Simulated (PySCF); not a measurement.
Species: C6H10Si2.
SMILES: `[SiH3]c1ccc([SiH3])cc1`

The closed-shell ground state was solved at several levels (PySCF, density fitting, gas phase, non-relativistic). Geometry: PBE0-D3(BJ)/def2-SVP; no solvent, vibrations or thermal averaging.

| level | basis functions | HOMO (eV) | LUMO (eV) | gap (eV) | dipole (D) |
| --- | --- | --- | --- | --- | --- |
| B3LYP/pcSseg-1 | 200 | -7.26 | -1.26 | 6.00 | 0.02 |
| PBE0/pcSseg-1 | 200 | -7.50 | -1.13 | 6.37 | 0.02 |

Task: Estimate the row for CAM-B3LYP/def2-SVPD, a basis of 248 functions; the other rows only guide the guess.

Result: HOMO -8.64 eV, LUMO -0.05 eV, gap 8.59 eV, dipole 0.02 D.

Task: Over all these levels, which gives the widest orbital gap and which the narrowest?

Result: CAM-B3LYP/def2-SVPD (range-separated hybrid) has the widest, 8.59 eV, and B3LYP/pcSseg-1 (global hybrid, 20 % exact exchange) the narrowest, 6.00 eV. Functional and basis both differ between the two, so the spread mixes both effects.

Task: How far do the dipole and the HOMO energy spread over the levels?

Result: The dipole runs from 0.02 to 0.02 D (mean 0.02 D) and the HOMO from -8.64 to -7.26 eV.
